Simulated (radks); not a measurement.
All-electron atom: Nd25+ in [Ar] 3d10 4s2 4p5.

Method: non-relativistic Kohn-Sham, LB94 model potential, spin-polarised, spherical densities, point nucleus; open shells are filled with parallel spins first (spin-orbit coupling, left out, can overturn this in heavy ions); relativity is left out, which matters for an element this heavy; computed with a radial shooting solver on a logarithmic mesh with Libxc functionals.

Energy parts (hartree):
kinetic: 9011.2647
electron-nucleus: -20274.1896
Hartree: 2452.0721
(The LB94 potential has no energy functional, so no total or exchange-correlation energy is given.)

Orbitals (lengths in bohr, moments of r in powers of bohr):
orbital  occ.  eigenvalue (hartree)      <r^4>
1s down     1             -1546.464  1.839e-06
1s up       1             -1546.464  1.839e-06
2s up       1             -267.8060  0.0003130
2s down     1             -267.7945  0.0003130
2p up       3             -255.6706  0.0002004
2p down     3             -255.6506  0.0002004
3s up       1             -80.07442    0.01155
3s down     1             -80.06906    0.01156
3p up       3             -74.74099    0.01061
3p down     3             -74.73328    0.01062
3d up       5             -64.89283   0.007693
3d down     5             -64.88550   0.007702
4s up       1             -35.06559     0.1950
4s down     1             -35.02025     0.1944
4p up       3             -32.91784     0.2046
4p down     2             -32.87390     0.2039

The highest occupied level is 4p down at -894.54 eV. For comparison, the ionisation energy in NIST's Atomic Spectra Database is 896 eV (theoretical). In exact Kohn-Sham theory the highest level is minus the ionisation energy, but local and semilocal functionals leave it too shallow, through self-interaction and a potential that decays too fast; potentials with the right tail come closer.
